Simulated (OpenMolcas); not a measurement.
Re4+ among 3 point charges of -2 e arranged as a planar triangle (D3h).

```yaml
Program: OpenMolcas
Method: CASSCF
Basis: ANO-RCC-VDZP [7s6p4d2f1g]
Scalar_Hamiltonian: DKH2, point nucleus
Active_space: 3 electrons in 5 orbitals (5d)
State_averaging: 2S+1 = 4 even, 10 roots; 2S+1 = 2 even, 40 roots
Spin-orbit_coupling: RASSI with atomic mean-field integrals over the reference wave functions
```

All point charges move together. At R = 1.68 Å the first state of the same spin is 17656 cm-1, and at R = 1.81 Å it is 12634 cm-1.

Task: A third run gives 7565 cm-1. What distance was it run at?

Result: With a power law R^-n the two known points give n = -ln(12634 / 17656) / ln(1.81 / 1.68) = 4.49. Then R = 1.68 × (17656 / 7565)^(1/4.49) = 2.029 Å. The run was at 1.99 Å, so the estimate is off by +0.039 Å.

Without dynamic correlation the repulsion within the d shell is too large (B by tens of per cent), so at a given field states of lower spin stand too high. Spin-orbit coupling mixes the spin-free states strongly: the lowest level takes only 50 % from its leading state, 4A2 (holds for R = 1.99). Point charges carry no covalency, so the field is a model and not that of real ligands. No measured value stands beside these numbers.
